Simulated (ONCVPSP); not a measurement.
# Transferability test, ONCV potential for nitrogen (N)

- Element: N (Z = 7)
- Generator: ONCVPSP 4.0.1
- Type: optimised norm-conserving Vanderbilt (ONCV)
- Functional: LDA (Perdew-Wang 92)
- Relativity: scalar-relativistic
- Frozen core: [He]
- Valence charge: 5
- Reference configuration: 2s2 2p3
- Partial waves: 2s: rc 1.05 bohr, ncon 4, nbas 9, qcut 5.8 1/bohr, local; 2p: rc 2.30 bohr, ncon 4, nbas 7, qcut 5.9 1/bohr, 2 projectors, debl 0.4 Ha; d scattering state at 0.34 Ha: rc 1.85 bohr, ncon 4, nbas 9, qcut 6.1 1/bohr, 1 projector
- Local potential: the s channel
- Core correction: none

Energies are relative to the spin-unpolarised reference configuration 2s2 2p3; without spin polarisation the order of configurations can differ from experiment.

Problem. Give the all-electron excitation energy and the error of the potential for: 2s2 2p2; 2s2 2p1; 2s2 2p0; 2s2 2p2.5.

Solution.

```tsv
valence configuration	charge	ΔE all-electron (eV)	error AE − PS (meV)
2s2 2p2	+1	13.731	+120
2s2 2p1	+2	42.703	+876
2s2 2p0	+3	89.873	+3075
2s2 2p2.5	+0.5	5.166	+20
```

Levels in the configuration 2s2 2p1:

| level | all-electron (eV) | pseudo (eV) |
| --- | --- | --- |
| 2s | -48.896 | -48.302 |
| 2p | -37.619 | -36.296 |
